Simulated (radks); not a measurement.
Question: Coherent X-ray form factor from a spherical all-electron density. Calculated with a radial shooting solver on a logarithmic mesh with Libxc functionals: Dirac Kohn-Sham, BLYP, spin-unpolarised, spherical densities, finite nucleus; Fermi nuclear charge, rms radius of each element as measured or else 0.836 A^(1/3) + 0.57 fm.

| sin(theta)/lambda (1/angstrom) | f0 (electrons) |
|---|---|
| 0.05 | 67.417 |
| 0.1 | 65.750 |
| 0.15 | 63.218 |
| 0.2 | 60.110 |
| 0.25 | 56.716 |
| 0.3 | 53.276 |
| 0.4 | 46.831 |
| 0.5 | 41.311 |
| 0.6 | 36.670 |
| 0.8 | 29.343 |
| 1 | 23.997 |
| 1.25 | 19.540 |
| 1.5 | 16.776 |
| 2 | 13.269 |

The species is in the configuration that NIST lists as its ground one. Which atom or ion scatters so?

Answer: The lutetium ion Lu3+, [Xe] 4f14. Extrapolating in s^2 from the first two rows gives f0(0) = 68.0, near the electron count 68; among species with that count, the fall with angle is slower the higher Z, and the table is that of Z = 71; from so few rows the species is fixed only to a neighbour or two.
